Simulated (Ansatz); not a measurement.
The first iterations of a band of a periodic cell of 30 atoms, Si₁₀H₄F (surface Si(100)-2x1, underside capped with H, adsorbate F2, already come apart at the first end).

The calculation used Ansatz, DFT PBE, scalar-relativistic, plane waves, PAW. Settings: PAW set soft_1, cutoff 420 eV, k mesh 2x2x1, gaussian smearing 0.05 eV, no spin polarisation.

```json
{"movable images": "2", "climbing image": "no", "spring": "5.0 eV/Å²", "optimiser": "quadratic models (default)", "start path": "default", "force threshold": "0.05 eV/Å", "iteration limit": "50", "end points": "relaxed", "atoms held": "1 to 12"}
```

Image 0:

```xyz
30
Lattice="7.6792 0.0000 0.0000 0.0000 7.6792 0.0000 0.0000 0.0000 18.2555" Properties=species:S:1:pos:R:3
H 3.144 0.000 1.000
H 0.696 0.000 1.000
H 6.983 0.000 1.000
H 4.535 0.000 1.000
H 3.144 3.840 1.000
H 0.696 3.840 1.000
H 6.983 3.840 1.000
H 4.535 3.840 1.000
Si 1.920 0.000 1.865
Si 5.759 0.000 1.865
Si 1.920 3.840 1.865
Si 5.759 3.840 1.865
Si 1.861 1.916 3.159
Si 5.695 1.929 3.185
Si 1.947 5.756 3.280
Si 5.794 5.755 3.250
Si -0.044 1.839 4.483
Si 3.750 1.853 4.553
Si 0.020 5.769 4.670
Si 3.900 5.776 4.665
Si -0.093 0.051 6.003
Si 4.020 0.035 6.034
Si 0.045 3.735 5.899
Si 4.096 3.797 5.972
Si 1.970 0.548 7.056
Si 5.820 0.457 7.566
Si 2.087 2.917 6.605
Si 5.920 2.851 7.210
F 5.900 3.614 8.654
F 9.591 0.260 8.659
```

Image 3:

Only the atoms that move by more than 0.05 Å are listed.
```
Si13 1.918 1.918 3.183
Si14 5.758 1.923 3.147
Si18 3.860 1.882 4.492
Si20 3.829 5.774 4.688
Si21 0.067 0.080 5.999
Si22 3.773 0.080 5.999
Si23 -0.038 3.761 5.958
Si24 3.882 3.761 5.960
Si25 1.920 0.540 7.434
Si26 5.760 0.619 7.149
Si27 1.922 2.732 6.687
Si28 5.762 3.049 7.185
F29 5.761 3.612 8.712
F30 5.759 0.080 8.687
```

| iteration | highest image above the first end (eV) | largest band force component (eV/Å) |
| --- | --- | --- |
| 1 | 1.788 | 2.854 |
| 2 | 1.240 | 1.785 |

Problem. Does the band converge within its limit, and where does its top end?

Solution. The forces met the threshold. It ended after 8 iterations with the highest image 0.739 eV above the first end. No image climbed, so the highest image needn't sit at the top of the path. A band with more images between the same ends climbed to 1.69 eV, so this one has probably stepped over the top. Limits of this set-up: coarse k mesh, thin slab, slab without dipole correction, no dispersion correction for a molecule that may bind weakly.

The run took 3.8 min on 2 threads of Intel(R) Xeon(R) Platinum 8259CL CPU @ 2.50GHz (Skylake/Cascade Lake), with other jobs on the host, peak memory 2.1 GiB.
